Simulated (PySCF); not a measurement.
Order these species by their calculated properties.

Each SMILES stands for a single optimised conformer of the isolated species, non-relativistic unless stated; the electronic structure was computed with PySCF and density fitting.

The conformers computed, where there is a choice (atom-mapped SMILES and torsion angles):
- `[CH3:1][CH2:2][O:3][C@H:4]1[N:5]=[C:6]1[C:7]#[N:8]`: C1–C2–O3–C4 180°, C2–O3–C4–N5 74°
- `[CH3:1][n:2]1[n:3][cH:4][cH:5][c:6]1[CH:7]=[O:8]`: C5–C6–C7–O8 180°
- `[CH:1]#[C:2][C:3](=[O:4])[O:5][CH2:6][CH:7]([Cl:8])[Cl:9]`: C2–C3–O5–C6 -179°, C3–O5–C6–C7 -72°, O5–C6–C7–Cl8 -57°
- `[O:1]=[CH:2][O:3][C@@H:4]1[CH:5]=[C:6]([F:7])[SiH2:8][O:9]1`: O1–C2–O3–C4 4°, C2–O3–C4–C5 -143°

The conformers of `C[C@@]12C[C@@H]1CC[C@H]2Cl` and `O=C(O)CO[SiH2]N[SiH3]` aren't listed.

Question: Rank by HOMO–LUMO gap, highest first (PBE0/def2-SVPD at GFN2-xTB geometries).
A. `C1C[C@@H](Cl)[C@@]2(C[C@@H]21)C`
B. `O=C(O)CO[SiH2]N[SiH3]`
C. `CCO[C@H]1N=C1C#N`
D. `CN1N=CC=C1C=O`

Answer: A (8.45 eV), B (6.91 eV), D (5.83 eV), C (5.55 eV).

Question: Rank by lowest triplet excitation (Tamm–Dancoff), lowest first (TDA PBE0/def2-SVPD at GFN2-xTB geometries).
A. `N#CC1[C@H](N=1)OCC`
B. `C#CC(=O)OCC(Cl)Cl`
C. `O=C(O)CO[SiH2]N[SiH3]`
D. `CN1N=CC=C1C=O`
E. `C[C@@]12C[C@@H]1CC[C@H]2Cl`

Answer: A (3.17 eV), D (3.32 eV), B (4.45 eV), C (5.42 eV), E (6.61 eV).

Question: Rank by HOMO energy, lowest first (PBE0/def2-SVPD at GFN2-xTB geometries).
A. `CCO[C@H]1N=C1C#N`
B. `O=C(O)CO[SiH2]N[SiH3]`
C. `C1C[C@H]([C@@]2(C)[C@@H]1C2)Cl`
D. `C#CC(=O)OCC(Cl)Cl`

Answer: D (-8.70 eV), A (-8.32 eV), C (-7.79 eV), B (-7.27 eV).

Question: Rank by smallest rotational constant, highest first (GFN2-xTB).
A. `O=CO[C@@H]1C=C(F)[SiH2]O1`
B. `Cn1nccc1C=O`
C. `C[Si@@H](F)[SiH3]`
D. `C#CC(=O)OCC(Cl)Cl`

Answer: C (2.088 GHz), B (1.356 GHz), A (0.703 GHz), D (0.528 GHz).

By how much do the two ends of that ranking differ?

By 1.560 GHz, between `C[Si@@H](F)[SiH3]` and `C#CC(=O)OCC(Cl)Cl`.

Question: Rank by lowest singlet excitation, lowest first (TDDFT PBE0/def2-SVPD at GFN2-xTB geometries).
A. `C[C@@]12C[C@@H]1CC[C@H]2Cl`
B. `C(O[SiH2]N[SiH3])C(=O)O`
C. `Cn1nccc1C=O`
D. `C#CC(=O)OCC(Cl)Cl`
E. `CCO[C@H]1N=C1C#N`

Answer: E (3.77 eV), C (3.87 eV), D (4.90 eV), B (5.96 eV), A (7.17 eV).

By how much do the two ends of that ranking differ?

By 3.40 eV, between `C[C@@]12C[C@@H]1CC[C@H]2Cl` and `CCO[C@H]1N=C1C#N`.
